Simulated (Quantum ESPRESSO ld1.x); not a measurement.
Q: Yb I, 70 electrons, occupied as [Xe] 4f13 5d1 6p2 (not the ground configuration). Calculated with ld1.x of Quantum ESPRESSO 7.5: Dirac Kohn-Sham, PBE, spin-unpolarised, spherical densities, point nucleus; open shells are shared between the two j in proportion to 2j + 1. Some entries of the table are withheld. Estimate them.

orbital,occ.,eigenvalue (hartree),r(max) (bohr),<r> (bohr)
1s1/2,2,-2248.26,0.01236,0.01966
2s1/2,2,-380.983,0.07076,0.08274
2p1/2,2,-363.359,0.05296,0.06872
2p3/2,4,-324.880,0.05939,0.07622
3s1/2,2,-86.1810,0.1997,(1)
3p1/2,2,(2),0.1875,0.2061
3p3/2,4,(3),0.2008,0.2201
3d3/2,4,-57.0475,(4),0.1935
3d5/2,6,-55.2638,(5),0.1979
4s1/2,2,-17.2636,0.4554,0.4874
4p1/2,2,-14.1211,0.4568,0.4951
4p3/2,4,-12.2680,0.4851,0.5273
4d3/2,4,-7.10317,0.4856,0.5520
4d5/2,6,-6.76495,0.4947,0.5633
5s1/2,2,-2.27795,1.064,1.193
5p1/2,2,-1.41092,1.156,1.337
5p3/2,4,-1.17277,1.243,1.446
4f5/2,5.57143,-0.48144,0.4776,0.7314
4f7/2,7.42857,-0.43030,0.4829,0.7467
5d3/2,0.4,-0.15256,1.762,2.528
5d5/2,0.6,-0.13876,1.821,2.640
6p1/2,0.666667,-0.10214,3.938,4.670
6p3/2,1.33333,-0.08783,4.247,5.021

A: 
(1) 3s1/2 <r> (bohr): 0.2162
(2) 3p1/2 eigenvalue (hartree): -78.4141
(3) 3p3/2 eigenvalue (hartree): -70.2476
(4) 3d3/2 r(max) (bohr): 0.1581
(5) 3d5/2 r(max) (bohr): 0.1618
